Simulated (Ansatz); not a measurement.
Born–Oppenheimer molecular dynamics of CH₅ClGe (8 atoms, charge 0, multiplicity 1). It starts from a relaxed structure.

Computed with Ansatz 0.2.0, RKS B3LYP-D4/def2-SVP.

| Property | Result |
| --- | --- |
| ensemble | NVE (velocity Verlet) |
| time step | 2 fs |
| steps asked | 40 |
| starting velocities drawn for | 200 K |
| seed | 455286 |

First frame:

```xyz
8
Properties=species:S:1:pos:R:3
Ge -0.036 -0.013 0.012
C 0.004 -0.002 1.965
H -1.020 -0.085 2.363
H 0.602 -0.849 2.332
H 0.454 0.934 2.325
Cl 2.026 0.157 -0.700
H -0.804 1.193 -0.564
H -0.593 -1.335 -0.554
```

Task: How far do the bonds stretch over the last three quarters of this one trajectory? (Pairs bonded in most of those frames.)

Result: 
```json
{"bond": "Ge1–C2", "mean (Å)": "1.962", "spread (Å)": "0.026", "shortest": "1.92", "longest": "1.99"}
{"bond": "Ge1–Cl6", "mean (Å)": "2.198", "spread (Å)": "0.024", "shortest": "2.16", "longest": "2.23"}
{"bond": "Ge1–H7", "mean (Å)": "1.545", "spread (Å)": "0.014", "shortest": "1.53", "longest": "1.56"}
{"bond": "Ge1–H8", "mean (Å)": "1.542", "spread (Å)": "0.021", "shortest": "1.51", "longest": "1.57"}
{"bond": "C2–H3", "mean (Å)": "1.104", "spread (Å)": "0.014", "shortest": "1.08", "longest": "1.12"}
{"bond": "C2–H4", "mean (Å)": "1.101", "spread (Å)": "0.013", "shortest": "1.08", "longest": "1.12"}
{"bond": "C2–H5", "mean (Å)": "1.100", "spread (Å)": "0.015", "shortest": "1.08", "longest": "1.13"}
```

Mean temperature of the second half: 82 K. The conserved energy stayed within 1.1 meV per atom of its start (net change 0.95 meV per atom), so the integration is sound. A step of 2 fs is long for free X–H stretches (periods near 10 fs) and can bias their spread and the temperature. A run of 0.08 ps of so small a system gives no equilibrium averages.

The run took 59 s on 2 threads of Arm Neoverse V2 (shared host), peak memory 0.18 GiB.
